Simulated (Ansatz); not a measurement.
C₂H₈BNO, SMILES `COB(C)N`. The species carries charge 0 and has multiplicity 1. The structure was optimised at the PBE0-D4/def2-TZVP level. It is one conformer, not always the lowest.

```xyz
13

C     1.476    1.009   -0.637
O     1.077    0.236    0.464
B    -0.164   -0.352    0.518
C    -1.223   -0.210   -0.642
N    -0.436   -1.096    1.679
H     0.836    1.888   -0.772
H     2.496    1.352   -0.456
H     1.467    0.430   -1.567
H    -0.832   -0.604   -1.586
H    -2.157   -0.733   -0.429
H    -1.469    0.841   -0.829
H    -1.305   -1.571    1.835
H     0.234   -1.192    2.422
```

Question: What is the dipole moment at r2SCAN/def2-TZVPP? (Estimate.)

Answer: Ansatz gave: 0.55 D, with components (-0.51, -0.19, -0.07) D in this frame, pointing from negative to positive charge.

Question: And with PBE, B3LYP, ωB97M-V? (An estimate is asked.)

Answer: The calculation gave: PBE 0.52 D, B3LYP 0.55 D, ωB97M-V 0.55 D.

Question: Give the Mulliken charges with r2SCAN, PBE, ωB97M-V in def2-TZVPP. (Best estimate.)

Answer: Ansatz gave: 
| atom | r2SCAN | PBE | ωB97M-V |
| --- | --- | --- | --- |
| C1 | 0.01 | -0.13 | -0.18 |
| O2 | -0.35 | -0.27 | -0.33 |
| B3 | 0.35 | 0.25 | 0.30 |
| C4 | -0.30 | -0.40 | -0.41 |
| N5 | -0.38 | -0.32 | -0.28 |
| H6 | 0.05 | 0.08 | 0.11 |
| H7 | 0.07 | 0.11 | 0.13 |
| H8 | 0.05 | 0.08 | 0.11 |
| H9 | 0.07 | 0.10 | 0.12 |
| H10 | 0.04 | 0.08 | 0.09 |
| H11 | 0.07 | 0.10 | 0.12 |
| H12 | 0.16 | 0.16 | 0.12 |
| H13 | 0.17 | 0.17 | 0.13 |

B3LYP here is the variant with VWN-RPA as its local correlation; programs differ in this.
